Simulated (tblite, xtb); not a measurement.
C5H7FO2, singlet, geometry from GFN2-xTB. Base run: xtb 6.7.1 with GFN1-xTB.

The xtb input:
```
$ xtb mol.xyz --gfn 1 --json

# file mol.xyz
15

C      2.81484351     0.10214238     0.20729221
C      1.57603227     0.33824942    -0.19638991
F      1.31769639     1.20613037    -1.19065490
C      0.37459893    -0.31786650     0.39606849
O      0.43945284    -1.11979645     1.29496247
O     -0.74744258     0.08674685    -0.18163158
C     -1.96191225    -0.48166286     0.31183832
C     -3.11708435     0.10709106    -0.47434626
H      2.97996800    -0.59826716     1.00475553
H      3.66018044     0.59226715    -0.24122343
H     -1.91089698    -1.57044941     0.19851780
H     -2.04567103    -0.25597186     1.38092592
H     -3.13956817     1.18668293    -0.35415745
H     -3.00546371    -0.12126394    -1.53069104
H     -4.05276683    -0.31149520    -0.11565748
```

Programs used: tblite, xtb; a row that names a program was run with it.

Each row names what was changed in the base input (with any setting that the change needs).

| change | ΔE vs base (kcal/mol) | HOMO-LUMO gap (eV) | dipole (D) | SCF cycles |
|---|---|---|---|---|
| base | 0.000 | 4.19 | 0.95 | 11 |
| acc = 0.1 | 0.000 | 4.19 | 0.95 | 13 |
| program = tblite; method = gfn1 | 0.000 | - | - | - |
| etemp = 1000 | 0.000 | 4.19 | 0.95 | 11 |
| gbsa = toluene | … | … | … | 11 |
| program = tblite; method = gfn1; option = (--guess, eeq) | 0.000 | - | - | - |
| etemp = 10000 | … | … | … | 10 |

Q: Fill in the missing entries.

A: 
- gbsa = toluene, ΔE vs base (kcal/mol): -6.77
- gbsa = toluene, HOMO-LUMO gap (eV): 4.17
- gbsa = toluene, dipole (D): 0.90
- etemp = 10000, ΔE vs base (kcal/mol): -11.87
- etemp = 10000, HOMO-LUMO gap (eV): 4.22
- etemp = 10000, dipole (D): 1.77

ALPB and GBSA are two models with their own fitted parameters for each solvent, which aren't always the measured dielectric constant.
